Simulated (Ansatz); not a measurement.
`N=C([SiH3])O[SiH3]` + `O[Si](O)(Cl)Cl` → `O[Si](Cl)(Cl)O[SiH3]` + `N=C(O)[SiH3]`  (ligand exchange at the Si–O bond)

Calculated with Ansatz (gas phase, PBE0-D4/def2-TZVP geometries, no zero-point term in ΔE). CCSD(T)/CBS is the MP2 limit (def2-TZVPP, def2-QZVPP) plus CCSD(T) − MP2 in def2-TZVPP, frozen cores. DFT in def2-TZVPP. B3LYP here is the variant with VWN-RPA as its local correlation; programs differ in this. Each species was taken in one conformer, which may not be the lowest.

`N=C([SiH3])O[SiH3]`:

Z-matrix (Å, degrees):
```
Si
C 1 1.901
H 1 1.483 2 109.4
H 1 1.483 2 109.4 3 -120.4
H 1 1.485 2 107.4 3 119.8
O 2 1.346 1 113.3 3 60.2
N 2 1.266 1 128.3 3 -119.8
Si 6 1.693 2 117.6 1 179.9
H 7 1.015 2 112.7 1 0.0
H 8 1.482 6 101.9 2 -180.0
H 8 1.480 6 111.5 2 62.8
H 8 1.480 6 111.4 2 -62.7
```

`O[Si](O)(Cl)Cl`:

```xyz
7

O    -0.135    1.263    0.609
Si   -0.008   -0.269    0.092
O     1.206   -0.367   -0.968
Cl    0.429   -1.554    1.595
Cl   -1.788   -0.841   -0.733
H    -0.917    1.515    1.105
H     1.213    0.253   -1.700
```

`O[Si](Cl)(Cl)O[SiH3]`:

```xyz
10

O    -2.361    0.447   -0.456
Si   -0.984    0.548    0.384
Cl   -0.397    2.489    0.593
Cl   -1.213   -0.218    2.259
O     0.117   -0.282   -0.424
Si    1.659   -0.845   -0.531
H    -3.135    0.898   -0.116
H     1.747   -1.663   -1.762
H     1.968   -1.673    0.660
H     2.598    0.300   -0.608
```

`N=C(O)[SiH3]`:

Cartesian coordinates in Å:
```
N -1.279 0.131 1.143
C -0.652 -0.128 0.075
O -1.309 -0.685 -0.961
Si 1.188 0.173 -0.296
H -0.676 0.547 1.845
H -2.230 -0.799 -0.677
H 1.772 0.797 0.917
H 1.860 -1.117 -0.585
H 1.326 1.082 -1.460
```

```csv
level,ΔE (kJ/mol)
B3LYP-D4,-25.5
MP2/def2-TZVPP,-21.4
CCSD(T)/def2-TZVPP,-22.1
SCS-MP2/def2-QZVPP,-24.7
```

(1) What does CCSD(T)/CBS give? (Estimate.)

Largest T1 diagnostic among the species: 0.014.

## Answers

(1) The calculation gave: -23.2 kJ/mol. The listed levels differ from it by -2.3, 1.8, 1.1, -1.5 kJ/mol.

In def2-TZVPP, CCSD(T) changes the Hartree–Fock value by +11.0 kJ/mol (the triples alone add +2.1 kJ/mol) and MP2 by +11.8 kJ/mol.
